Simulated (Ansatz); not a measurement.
Reaction (ligand exchange at a B–O bond): `[AlH2][BH]O[SiH3]` + `C[SeH]` → `C[Se][BH][AlH2]` + `O[SiH3]`

Computed with Ansatz on PBE0-D4/def2-TZVP structures; ΔE is electronic, products minus reactants. CBS: MP2 limit from def2 TZ/QZ plus the TZ coupled-cluster correction, frozen cores. DFT in def2-TZVPP. B3LYP here is the variant with VWN-RPA as its local correlation; programs differ in this. For Se outer-core shells are correlated without core-valence functions, which leaves a few kJ/mol of doubt a bond. Scalar relativity is left out up to krypton. One conformer a species, not always the lowest.

Q: Is it downhill or uphill in electronic energy at CCSD(T)/CBS, and by how much? (Estimate.)

A: Ansatz gave: Uphill: ΔE = +11.4 kJ/mol.

Q: What do these levels give: PBE-D4, r2SCAN-D4, PBE0-D4, B3LYP-D4, ωB97X-V, B2PLYP, r2SCAN, HF/def2-TZVPP, CCSD(T)/def2-TZVPP, MP2/def2-QZVPP, HF/CBS(def2), MP2/CBS(def2)? (Estimate.)

A: The calculation gave: PBE-D4 5.3, r2SCAN-D4 8.3, PBE0-D4 9.4, B3LYP-D4 21.9, ωB97X-V 22.0, B2PLYP 20.9, r2SCAN 8.9, HF/def2-TZVPP 43.5, CCSD(T)/def2-TZVPP 14.3, MP2/def2-QZVPP 7.5, HF/CBS(def2) 45.5, MP2/CBS(def2) 5.6 kJ/mol.

Largest T1 diagnostic among the species: 0.014.

The D4 term adds −4.8 kJ/mol with B3LYP and −2.5 kJ/mol with PBE0; it sums over pairs of atoms, weighted by their polarisabilities, and B3LYP, whose exchange is more repulsive, gets the larger term. From PBE to PBE0 (25 % exact exchange), in def2-TZVPP and without D4, ΔE moves by +3.7 kJ/mol. In def2-TZVPP, CCSD(T) changes the Hartree–Fock value by −29.2 kJ/mol (the triples alone add −5.4 kJ/mol) and MP2 by −34.9 kJ/mol.
